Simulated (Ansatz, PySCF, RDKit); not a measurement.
Constitutional and geometric isomers with formula CH2N2Si. Gas-phase values, no solvent. Strings in code marks are SMILES.

Quantity: electronic energy of isomers of CH2N2Si relative to `[H]/N=[SiH]/C#N`, in kcal/mol. The restricted reference of `[H]/N=[SiH]/C#N` is unstable towards unrestricted orbitals. Force-field values (RDKit) are differences of steric energies, which aren't made for comparing isomers with other bonds.

Level 1: frozen-core CCSD(T)/cc-pVTZ // CAM-B3LYP-D3(BJ)/def2-TZVP (Ansatz, a quantum-chemistry and plane-wave program)
Level 2: PBE-D3(BJ)/def2-TZVP // CAM-B3LYP-D3(BJ)/def2-TZVP (PySCF)
Level 3: BP86/6-31G* // CAM-B3LYP-D3(BJ)/def2-TZVP (PySCF)
Level 4: MMFF94, relaxed from the DFT geometry (RDKit)

| species | level 1 | level 2 | level 3 | level 4 |
|---|---|---|---|---|
| `N#CN=[SiH2]` | 9.40 | 3.45 | 1.32 | -40.5 |
| `[H]/N=[si]1/cn1` | 35.4 | 29.1 | 31.4 | -39.0 |
